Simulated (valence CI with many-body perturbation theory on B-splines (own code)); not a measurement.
Valence orbitals of Lu⁵⁸⁺

Computed by valence CI with perturbative core correlation (CI+MBPT): three valence electrons over a frozen Dirac-Fock core [Ne], a basis of 11 s, 11 p, 9 d, 7 f, 5 g, 2 h, 1 i functions for each j, with the one-electron correlation potential Σ1, the two-electron term Σ2, the three-electron term Σ3, Breit, model QED; selected CI, second order for the rest (own B-spline code, finite nucleus).

No measured spectrum was set against this ion. As an estimate, large intervals hold to a few tenths of a per cent, small ones and those within an open d or f shell to about a per cent.

These are the spectroscopic orbitals of the CI (the correlating ones are not listed), shaped by the core and the other valence electrons. h is the expectation value of the core's Dirac-Fock operator, without the valence repulsion; Σ1 is computed up to l = 3 at one energy for each symmetry, that of its lowest orbital but kept below the first core excitation, so for empty shells it is not the orbital's own correlation shift; Breit and QED include the response of the core.

| Orbital | h (hartree) | Σ1 (cm⁻¹) | Breit (cm⁻¹) | QED (cm⁻¹) | ⟨r⟩ (bohr) |
| --- | --- | --- | --- | --- | --- |
| 3s1/2 | -237.45 | -7327 | 41318 | 34482 | 0.1940 |
| 4s1/2 | -129.17 | -2489 | 16109 | 13911 | 0.3582 |
| 5s1/2 | -80.997 | -1146 | 7711 | 6832 | 0.5745 |
| 6s1/2 | -55.477 | -628 | 4323 | 3858 | 0.8410 |
| 3p1/2 | -231.92 | -9590 | 69488 | 1817 | 0.1824 |
| 4p1/2 | -126.87 | -3189 | 27134 | 750 | 0.3493 |
| 5p1/2 | -79.844 | -1477 | 13171 | 377 | 0.5673 |
| 6p1/2 | -54.819 | -811 | 7421 | 215 | 0.8358 |
| 3p3/2 | -220.51 | -8183 | 38529 | 4819 | 0.1931 |
| 4p3/2 | -122.2 | -2837 | 15104 | 1962 | 0.3636 |
| 5p3/2 | -77.497 | -1336 | 8089 | 983 | 0.5852 |
| 6p3/2 | -53.478 | -741 | 4582 | 562 | 0.8572 |
| 3d3/2 | -213.91 | -10214 | 31916 | -943 | 0.1651 |
| 4d3/2 | -119.69 | -2898 | 11587 | -298 | 0.3385 |
| 5d3/2 | -76.262 | -1299 | 5519 | -134 | 0.5625 |
| 3d5/2 | -211.26 | -9004 | 15345 | 518 | 0.1683 |
| 4d5/2 | -118.55 | -2543 | 5490 | 299 | 0.3426 |
| 5d5/2 | -75.676 | -1142 | 2688 | 167 | 0.5675 |
| 4f5/2 | -117.21 | -2552 | 1219 | -187 | 0.2978 |
| 5f5/2 | -75.013 | -1236 | 831 | -99 | 0.5243 |
| 4f7/2 | -116.72 | -2414 | 359 | 89.6 | 0.2998 |
| 5f7/2 | -74.759 | -1163 | 243 | 42.9 | 0.5266 |
| 5g7/2 | -74.65 |  | 29.6 | -46.2 | 0.4620 |
| 5g9/2 | -74.502 |  | 6.0 | 34.8 | 0.4635 |

Among the shells of the start configuration 3s2 3p1, Σ1 is largest in size for 3p1/2, where it is 0.019 % of h.

Lowest root of each symmetry, sizes in configuration state functions:

```csv
J,Parity,Roots,Reference,Variational,Second order,Change by selected CI (cm⁻¹),Change by second order (cm⁻¹)
1/2,even,9,58,7076,4701,-5252,0
3/2,even,13,92,12086,8781,-2954,-1
5/2,even,12,94,13850,11881,-4274,-1
7/2,even,6,67,12108,13936,-6129,-2
9/2,even,3,41,8821,10168,-6090,-3
1/2,odd,7,55,6448,5315,-5121,0
3/2,odd,12,89,11290,9601,-4720,0
5/2,odd,9,86,12424,13274,-5498,-1
7/2,odd,5,63,11296,10326,-6109,-2
9/2,odd,2,33,8289,14668,-3310,-3
```
